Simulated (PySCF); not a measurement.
**Computed properties of WOF₃, SMILES [F][W+]([F])([F])=[O], charge +1, multiplicity 1**

WOF3, SMILES [O]=[W+]([F])([F])[F], charge +1, multiplicity 1. Geometry optimised at B3LYP-D3(BJ)/def2-SVP. The spin state was assumed, not searched. The isomer is the one that the SMILES or the coordinates give; other isomers of the formula were not compared. The def2 effective core potentials stand for the cores of W; spin–orbit coupling is left out. Other conformers were not sampled. All values are computed for the isolated molecule unless a solvent is named; none is compared with measurement here.

**Structure.** The optimised structure has C3v symmetry. All 9 harmonic modes at B3LYP-D3(BJ)/def2-SVP (PySCF) are real, so it is a minimum. With heavy atoms numbered as in [W+:1](=[O:2])([F:3])([F:4])[F:5], the shortest bond between them is W1–O2 at 1.662 Å and the longest W1–F5 at 1.808 Å.

**Vibrations.** The strongest infrared lines (harmonic, unscaled, degenerate partners summed) lie at 800 cm⁻¹ (208 km/mol, F 86 %, W 14 %), 1120 cm⁻¹ (61 km/mol, O 92 %, W 8 %), 789 cm⁻¹ (30 km/mol, F 98 %). The softest mode is at 180 cm⁻¹ and the zero-point energy is 6.7 kcal/mol.

**Electronic structure.** CAM-B3LYP/def2-TZVP (PySCF) places the frontier levels at -19.77 and -9.05 eV, a gap of 10.72 eV and a mean polarisability of 32.6 bohr³. PBE/def2-TZVP (PySCF) at the same geometry gives -16.50 and -10.86 eV, so its gap is 5.08 eV narrower. An orbital gap is neither the optical nor the fundamental gap.

**Excitations.** TDA-ωB97X/def2-SVPD (PySCF) has S1 at 5.95 eV (208 nm, f = 0.000, dark); the most intense of the 10 singlets computed lies at 6.91 eV (f = 0.02). Strengths of degenerate partners are summed. T1 (TDA) is at 5.24 eV, 0.71 eV under S1. TDA-PBE/def2-SVPD (PySCF) puts S1 at 5.62 eV. No vertical singlet excitation falls in the visible range (under 3.1 eV).
